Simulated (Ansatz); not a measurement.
Consider the formal exchange of groups at the Si–C bond: `FC[SiH2]CI` + CH₃SH → `FC[SiH2]CS` + `CI`.

Program: Ansatz. Geometries: PBE0-D4/def2-TZVP. ΔE: electronic, gas phase. CBS: MP2 limit from def2 TZ/QZ plus the TZ coupled-cluster correction, frozen cores. This one scheme is used for every species. DFT in def2-TZVPP. Elements past krypton have def2 core potentials. For I outer-core shells are correlated without core-valence functions, which leaves a few kJ/mol of doubt a bond. Each species was taken in one conformer, which may not be the lowest.

```tsv
level	ΔE (kJ/mol)
PBE0-D4	0.7
ωB97M-V	0.9
r2SCAN	0.6
HF/def2-TZVPP	1.4
CCSD/def2-TZVPP	2.4
MP2/def2-QZVPP	4.2
SCS-MP2/def2-QZVPP	3.9
MP2/CBS(def2)	4.6
```

Q: What does CCSD(T)/CBS give? (Estimate.)

A: Computed: +3.6 kJ/mol. The listed levels differ from it by -2.9, -2.7, -3.0, -2.2, -1.2, 0.6, 0.3, 1.0 kJ/mol.

Largest T1 diagnostic among the species: 0.011.
